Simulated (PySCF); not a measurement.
GaHBr2, SMILES [Br][GaH][Br]. Heavy atoms are numbered as in [GaH:1]([Br:3])[Br:4]. Hydrogens are named by the atom that carries them.

Geometry optimised at PBE0-D3(BJ)/def2-SVP.

The numbers are results of PBE/pcSseg-1 run with PySCF, not measurements.

GIAO shieldings, no solvent; atoms alike by connectivity are averaged. δ = σ(ref) − σ: ¹H against TMS (σ = 31.49 ppm), references at their B3LYP-D3(BJ)/def2-TZVP geometries, non-relativistic (without spin–orbit terms, shifts of atoms bonded to Cl or Br come out too high).

```tsv
nucleus	atoms	count	δ (ppm)
¹H	H on Ga1	1	7.17
```
